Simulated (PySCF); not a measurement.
A series of related molecules.

All values: PBE0/pcSseg-1 (PySCF) at GFN2-xTB geometries, gas phase, one conformer each.

(1) Rank by LUMO energy, lowest first.
A. `C#C[SiH2][C@@H](CF)C[SiH2]C`
B. `C[SiH2]C[C@@H](CF)[SiH2]C`
C. `[SiH2]([C@@H](CF)C[SiH2]C)P`
D. `C[SiH2]C[C@H](CF)[SiH2]N`
E. `C[SiH2]C[C@H](CF)[SiH2]F`
F. `C[SiH2]C[C@@H](CF)[SiH2]C#N`

(2) Rank by the highest Hirshfeld charge on any atom, lowest value first.
A. `C#C[SiH2][C@@H](CF)C[SiH2]C`
B. `C[SiH2]C[C@@H](CF)[SiH2]C#N`
C. `C[SiH2]C[C@H](CF)[SiH2]F`

## Answers

(1) F (-0.41 eV), A (-0.01 eV), C (0.31 eV), E (0.46 eV), D (0.64 eV), B (0.85 eV).

(2) A (+0.353 e), B (+0.379 e), C (+0.418 e).

All values together:

```
                     SMILES                       change      formula  μ (D)  HOMO (eV)  LUMO (eV)  lowest IAO charge (e)  highest IAO charge (e)  lowest Hirshfeld charge (e)  highest Hirshfeld charge (e)
   C[SiH2]C[C@@H]([SiH3])CF                       parent    C4H13FSi2   2.08      -8.32       0.70             -0.717 (C)             +0.758 (Si)                   -0.213 (C)                   +0.344 (Si)
   C[SiH2]C[C@H](CF)[SiH2]F        H on Si replaced by F   C4H12F2Si2   1.95      -8.40       0.46             -0.716 (C)             +1.076 (Si)                   -0.214 (C)                   +0.418 (Si)
  C[SiH2]C[C@H](CF)[SiH2]Cl       H on Si replaced by Cl  C4H12ClFSi2   1.42      -7.96       0.47             -0.714 (C)             +0.795 (Si)                   -0.211 (C)                   +0.348 (Si)
  C[SiH2]C[C@@H](CF)[SiH2]S       H on Si replaced by SH   C4H13FSSi2   1.43      -7.31       0.32             -0.714 (C)             +0.765 (Si)                   -0.211 (C)                   +0.345 (Si)
  C[SiH2]C[C@@H](CF)[SiH2]C      H on Si replaced by CH3    C5H15FSi2   1.11      -7.70       0.85             -0.715 (C)             +0.757 (Si)                   -0.213 (C)                   +0.346 (Si)
   C[SiH2]C[C@H](CF)[SiH2]N      H on Si replaced by NH2   C4H14FNSi2   2.15      -7.33       0.64             -0.843 (N)             +0.887 (Si)                   -0.314 (N)                   +0.361 (Si)
   C[SiH2]C[C@H](CF)[SiH2]P      H on Si replaced by PH2   C4H14FPSi2   0.52      -7.51       0.31             -0.714 (C)             +0.761 (Si)                   -0.211 (C)                   +0.348 (Si)
C#C[SiH2][C@@H](CF)C[SiH2]C  H on Si replaced by ethynyl    C6H13FSi2   1.72      -7.76      -0.01             -0.712 (C)             +0.765 (Si)                   -0.212 (C)                   +0.353 (Si)
C[SiH2]C[C@@H](CF)[SiH2]C#N       H on Si replaced by CN   C5H12FNSi2   3.45      -8.32      -0.41             -0.713 (C)             +0.760 (Si)                   -0.210 (C)                   +0.379 (Si)
```

Conformers: `[CH3:1][SiH2:2][CH2:3][C@@H:4]([SiH3:5])[CH2:6][F:7]` with C1–Si2–C3–C4 48°, Si2–C3–C4–Si5 65°, C3–C4–C6–F7 -72°; `[CH3:1][SiH2:2][CH2:3][C@H:4]([CH2:5][F:6])[SiH2:7][F:8]` with C1–Si2–C3–C4 172°, Si2–C3–C4–C5 -173°, C3–C4–C5–F6 -73°, C3–C4–Si7–F8 -81°; `[CH3:1][SiH2:2][CH2:3][C@H:4]([CH2:5][F:6])[SiH2:7][Cl:8]` with C1–Si2–C3–C4 -178°, Si2–C3–C4–C5 -71°, C3–C4–C5–F6 -68°, C3–C4–Si7–Cl8 -67°; `[CH3:1][SiH2:2][CH2:3][C@@H:4]([CH2:5][F:6])[SiH2:7][SH:8]` with C1–Si2–C3–C4 -171°, Si2–C3–C4–C5 170°, C3–C4–C5–F6 -176°, C3–C4–Si7–S8 -43°, C4–Si7–S8–H -173°; `[CH3:1][SiH2:2][CH2:3][C@@H:4]([CH2:5][F:6])[SiH2:7][CH3:8]` with C1–Si2–C3–C4 168°, Si2–C3–C4–C5 70°, C3–C4–C5–F6 66°, C3–C4–Si7–C8 -51°; `[CH3:1][SiH2:2][CH2:3][C@H:4]([CH2:5][F:6])[SiH2:7][NH2:8]` with C1–Si2–C3–C4 -169°, Si2–C3–C4–C5 -69°, C3–C4–C5–F6 177°, C3–C4–Si7–N8 -58°, C4–Si7–N8–H -51° and 174°; `[CH3:1][SiH2:2][CH2:3][C@H:4]([CH2:5][F:6])[SiH2:7][PH2:8]` with C1–Si2–C3–C4 -175°, Si2–C3–C4–C5 -71°, C3–C4–C5–F6 -66°, C3–C4–Si7–P8 -57°, C4–Si7–P8–H -164° and 103°; `[CH:1]#[C:2][SiH2:3][C@@H:4]([CH2:5][F:6])[CH2:7][SiH2:8][CH3:9]` with C2–Si3–C4–C5 177°, Si3–C4–C5–F6 59°, Si3–C4–C7–Si8 171°, C4–C7–Si8–C9 -164°; `[CH3:1][SiH2:2][CH2:3][C@@H:4]([CH2:5][F:6])[SiH2:7][C:8]#[N:9]` with C1–Si2–C3–C4 169°, Si2–C3–C4–C5 64°, C3–C4–C5–F6 172°, C3–C4–Si7–C8 55°.

Task: Give the shifts from the parent, `C[SiH2]C[C@@H]([SiH3])CF`.

Result: 
| SMILES | change in μ (D) | change in HOMO (eV) | change in LUMO (eV) |
| --- | --- | --- | --- |
| C[SiH2]C[C@H](CF)[SiH2]F | -0.13 | -0.08 | -0.24 |
| C[SiH2]C[C@H](CF)[SiH2]Cl | -0.66 | +0.36 | -0.23 |
| C[SiH2]C[C@@H](CF)[SiH2]S | -0.65 | +1.01 | -0.38 |
| C[SiH2]C[C@@H](CF)[SiH2]C | -0.97 | +0.62 | +0.15 |
| C[SiH2]C[C@H](CF)[SiH2]N | +0.07 | +0.99 | -0.06 |
| C[SiH2]C[C@H](CF)[SiH2]P | -1.56 | +0.81 | -0.39 |
| C#C[SiH2][C@@H](CF)C[SiH2]C | -0.36 | +0.56 | -0.71 |
| C[SiH2]C[C@@H](CF)[SiH2]C#N | +1.37 | 0.00 | -1.11 |
